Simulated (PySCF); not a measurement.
Zn (zinc, neutral) across methods

[Ar] 3d10 4s1 4p1, high-spin 3P determinant (an excited configuration). All numbers are calculated (PySCF 2.14, the spin-free X2C one-electron Hamiltonian (Gaussian nucleus), in ANO-RCC-VTZP (6s5p3d2f1g, 59 functions)).

```json
{"method": "LDA", "E (hartree)": "-1792.766", "mean ε 3d β (eV)": "-12.143", "mean ε 4s α (eV)": "-7.951", "mean ε 4p α (eV)": "-2.513", "Σ⟨r²⟩ (bohr²)": "39.05", "⟨S²⟩": "2.001"}
{"method": "B3LYP", "E (hartree)": "-1795.825", "mean ε 3d β (eV)": "-14.160", "mean ε 4s α (eV)": "-8.505", "mean ε 4p α (eV)": "-3.020", "Σ⟨r²⟩ (bohr²)": "39.17", "⟨S²⟩": "2.001"}
{"method": "MN15", "E (hartree)": "-1796.973", "mean ε 3d β (eV)": "-16.139", "mean ε 4s α (eV)": "-9.176", "mean ε 4p α (eV)": "-3.441", "Σ⟨r²⟩ (bohr²)": "38.90", "⟨S²⟩": "2.001"}
{"method": "PBE", "E (hartree)": "-1795.522", "mean ε 3d β (eV)": "-11.755", "mean ε 4s α (eV)": "-7.722", "mean ε 4p α (eV)": "-2.495", "Σ⟨r²⟩ (bohr²)": "39.26", "⟨S²⟩": "2.001"}
{"method": "PBE0", "E (hartree)": "-1795.524", "mean ε 3d β (eV)": "-14.592", "mean ε 4s α (eV)": "-8.674", "mean ε 4p α (eV)": "-3.257", "Σ⟨r²⟩ (bohr²)": "39.20", "⟨S²⟩": "2.001"}
{"method": "M06-L", "E (hartree)": "-1795.682", "mean ε 3d β (eV)": "-11.815", "mean ε 4s α (eV)": "-7.581", "mean ε 4p α (eV)": "-2.388", "Σ⟨r²⟩ (bohr²)": "39.30", "⟨S²⟩": "2.001"}
{"method": "r2SCAN", "E (hartree)": "-1795.745", "mean ε 3d β (eV)": "-11.907", "mean ε 4s α (eV)": "-7.985", "mean ε 4p α (eV)": "-2.693", "Σ⟨r²⟩ (bohr²)": "38.68", "⟨S²⟩": "2.002"}
{"method": "UHF", "E (hartree)": "-1794.16548", "mean ε 3d β (eV)": "-22.466", "mean ε 4s α (eV)": "-10.942", "mean ε 4p α (eV)": "-5.196", "Σ⟨r²⟩ (bohr²)": "40.05", "⟨S²⟩": "2.002"}
```
